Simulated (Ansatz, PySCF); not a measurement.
Al(Me)2(H) cation (C2H7Al), SMILES [CH3][AlH][CH3] (connectivity only; charge and spin as stated), charge +1, multiplicity 2. Atoms are numbered in the order given.

```xyz
10

Al     0.8483     0.0107    -0.3741
C     -0.4621    -1.5603     0.4435
H     -0.4947    -2.1214    -0.5035
H     -1.3959    -1.1195     0.8064
H      0.2774    -1.8827     1.1933
C     -0.2061     1.6131    -0.1195
H      0.4104     2.4392    -0.5201
H     -0.4155     1.7963     0.9459
H     -1.1578     1.5658    -0.6715
H      2.1683    -0.6610    -0.8803
```
Charge +1, spin multiplicity 2.

Geometry: PBE0-D3(BJ)/def2-SVP. The multiplicity is an assumed one; other spin states were not compared. The isomer is the one that the SMILES or the coordinates give; other isomers of the formula were not compared.

Two levels are set side by side: PBE-D3(BJ)/def2-SVP (Ansatz, a quantum-chemistry and plane-wave program) and PBE0-D3(BJ)/def2-SVP (PySCF). Each level has its own optimised geometry; the coordinates shown are those of the second. Differences are taken from unrounded values.

```csv
quantity,PBE0-D3(BJ),PBE-D3(BJ),PBE-D3(BJ) minus PBE0-D3(BJ)
mean bond length (Å),1.368,1.367,0.000
bond Al1–C2 (Å),2.203,2.051,-0.152
bond Al1–C6 (Å),1.935,2.024,0.089
bond Al1–H10 (Å),1.565,1.572,0.007
bond C2–H3 (Å),1.101,1.113,0.012
bond C2–H4 (Å),1.094,1.102,0.008
bond C2–H5 (Å),1.101,1.113,0.012
bond C6–H7 (Å),1.106,1.116,0.010
bond C6–H8 (Å),1.101,1.107,0.005
bond C6–H9 (Å),1.101,1.107,0.005
```
